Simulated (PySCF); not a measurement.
All of these have the formula C5H10Se. The calculation used TDDFT CAM-B3LYP/def2-SVPD, vertical, gas phase, core orbitals frozen in the response (PySCF 2.14.0, density-fitted response routines). Geometries: PBE0-D3(BJ)/def2-SVP; one conformer of each isolated species. Triplets are in the Tamm–Dancoff approximation. Relativistic effects are left out although some hold elements past zinc.

A. `C[C@@H]1CCC[Se]1`
B. `C=C(C)CC[SeH]`
C. `C=C(C)[C@H](C)[SeH]`

Lowest singlet levels (six at most, fewer where fewer were computed) with oscillator strengths:

1. 4.41 eV (f 0.000); 5.62 eV (f 0.031); 5.83 eV (f 0.024); 6.17 eV (f 0.033); 6.66 eV (f 0.005); 7.02 eV (f 0.013); T1 3.97 eV
2. 4.71 eV (f 0.000); 5.26 eV (f 0.017); 6.36 eV (f 0.107); 6.47 eV (f 0.086); 6.70 eV (f 0.246); 6.91 eV (f 0.011); T1 4.14 eV
3. 4.82 eV (f 0.003); 5.58 eV (f 0.030); 6.61 eV (f 0.020); 6.74 eV (f 0.136); 6.82 eV (f 0.053); 7.07 eV (f 0.077); T1 4.26 eV

Task: Match each spectrum to its molecule.

Result: 1 = A, 2 = C, 3 = B.
- A: S1 at 4.41 eV, HOMO→LUMO (82%), HOMO→LUMO+4 (9%); Löwdin shares by element: HOMO selenium 72%, carbon 18% or more; LUMO selenium 67%, carbon 13% or more (atoms not listed hold the other 20%); HOMO -7.20 and LUMO 0.89 eV.
- B: S1 at 4.82 eV, HOMO→LUMO (80%); Löwdin shares by element: HOMO selenium 76%, carbon 10% or more, hydrogen 6% or more; LUMO selenium 49%, carbon 14% or more, hydrogen 9% or more (atoms not listed hold the other 28%); HOMO -7.84 and LUMO 0.63 eV.
- C: S1 at 4.71 eV, HOMO→LUMO+1 (48%), HOMO→LUMO (39%); Löwdin shares by element: HOMO selenium 77%, carbon 8% or more, hydrogen 6% or more; LUMO selenium 45%, carbon 37% or more (atoms not listed hold the other 18%); HOMO -7.82 and LUMO 0.54 eV.
B and C have S1 within 0.11 eV of each other; their strongest listed levels stand at 6.74 eV (f 0.136) and 6.70 eV (f 0.246).
